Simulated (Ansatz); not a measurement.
Molecule: C7H13, charge 0, multiplicity 2. It need not be the lowest isomer of its formula. 
Geometry from a B3LYP-D3(BJ)/def2-TZVP (Ansatz, a quantum-chemistry and plane-wave program) optimisation:
```
C
H 1 1.0940
H 1 1.0952 2 107.01
C 1 1.4912 2 110.37 3 -119.81
C 4 1.4901 1 119.15 2 160.02
H 5 1.0925 4 111.77 1 -35.01
H 5 1.0935 6 108.31 4 123.33
H 5 1.1026 6 106.72 7 113.89
C 4 1.4901 5 118.44 6 165.56
H 9 1.0923 4 111.75 5 -166.03
H 9 1.0935 10 108.34 4 -123.34
H 9 1.1026 10 106.74 11 -113.91
C 1 1.5540 2 107.78 3 116.03
H 13 1.0926 1 109.43 2 63.41
H 13 1.0950 14 107.13 1 -117.21
C 13 1.4947 14 109.92 15 -119.09
C 16 1.3272 13 125.24 14 -6.12
H 17 1.0825 16 121.77 13 -178.85
H 17 1.0846 18 116.82 16 179.77
H 16 1.0878 17 118.96 18 -0.50
```
Charge 0, spin multiplicity 2.

Parts of the frozen-core correlation energy in 6-31G (Ansatz, hartree). Frozen orbitals: 7; correlated occupied orbitals by spin: 21 and 20; virtual: 61 and 62. UHF or UKS for open shells. Spin-orbit coupling is left out. No relativistic terms.

```csv
term,value
reference (HF),-272.47968
MP2 opposite-spin,?
MP2 same-spin,-0.13320
CCSD correlation,?
(T),?
T1 diagnostic,0.015
largest doubles amplitude,0.124
<S^2> of the reference,0.804
```

Question: What belongs in the gaps?

Answer: 
- MP2 opposite-spin, value: -0.47679
- CCSD correlation, value: -0.69653
- (T), value: -0.01790
